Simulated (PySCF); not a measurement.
# Electronic structure of Xe²⁺ (xenon, charge +2) at the PBE0 level

Configuration: [Kr] 4d10 5s2 5p4, high-spin 3P determinant. Calculation: PySCF 2.14, in aug-cc-pV5Z-PP with ECP28MDF; scalar relativity through the core potential.

```json
{"Total energy": "-328.1484 hartree", "One-electron energy": "-552.2098 hartree", "Hartree (Coulomb) energy": "247.1622 hartree", "Exchange-correlation energy": "-23.1007 hartree", "⟨S²⟩": "2.0035", "⟨L²⟩": "2.020", "Sum of ⟨r⟩": "26.85 bohr", "Sum of ⟨r²⟩": "40.80 bohr²", "Traceless quadrupole moment −½Σ⟨3z² − r²⟩ along its main axis": "-1.73 e·bohr²"}
```

| shell | electrons | mean orbital energy (eV) | spread (eV) | rms radius, mean of both spins (bohr) |
| --- | --- | --- | --- | --- |
| 4s α | 1 | -226.23 | 0 | 0.768 |
| 4s β | 1 | -225.92 | 0 | 0.768 |
| 4p α | 3 | -169.00 | 0.762 | 0.821 |
| 4p β | 3 | -168.69 | 0.443 | 0.821 |
| 4d α | 5 | -83.950 | 0.804 | 0.936 |
| 4d β | 5 | -83.609 | 0.513 | 0.936 |
| 5s α | 1 | -42.532 | 0 | 1.90 |
| 5s β | 1 | -39.879 | 0 | 1.90 |
| 5p α | 3 | -28.849 | 1.404 | 2.22 |
| 5p β | 1 | -27.078 | 0 | 2.22 |

Energies and moments cover only the electrons outside the core potential.
